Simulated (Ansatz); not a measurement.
Relaxation of B$_{2}$FH$_{3}$O (7 atoms, charge 0, multiplicity 1), to a largest force component of 0.015 eV/Å in at most 40 steps.

Theory: RKS PBE0-D4/def2-SVP in Ansatz 0.2.0.

```xyz
7
Properties=species:S:1:pos:R:3
O -0.183 0.952 -1.219
B 0.116 0.507 0.003
B -0.086 -1.109 0.444
F -1.151 -1.539 1.098
H -0.017 1.876 -1.420
H 0.586 1.263 0.798
H 0.734 -1.949 0.295
```

Problem. Where does it end, and by what steps?

Solution. The forces met the threshold. After 7 steps the energy has fallen by 0.059 eV; H6 moved furthest, 0.07 Å.

| step | energy less start (eV) | largest force component (eV/Å) | accepted |
| --- | --- | --- | --- |
| 0 | 0.0000 | 0.905 | yes |
| 1 | -0.0442 | 0.423 | yes |
| 2 | -0.0516 | 0.297 | yes |
| 3 | -0.0563 | 0.142 | yes |
| 4 | -0.0576 | 0.106 | yes |
| 5 | -0.0589 | 0.038 | yes |
| 6 | -0.0591 | 0.032 | yes |
| 7 | -0.0591 | 0.008 | yes |

```xyz
7
Properties=species:S:1:pos:R:3
O -0.197 0.927 -1.235
B 0.128 0.519 0.014
B -0.082 -1.122 0.457
F -1.184 -1.528 1.079
H -0.022 1.862 -1.386
H 0.601 1.330 0.796
H 0.756 -1.988 0.276
```

Whether the end is a true minimum wasn't checked by a vibrational analysis.

The run took 18 s on 1 thread of Arm Neoverse V1, on a shared host, peak memory 0.13 GiB.
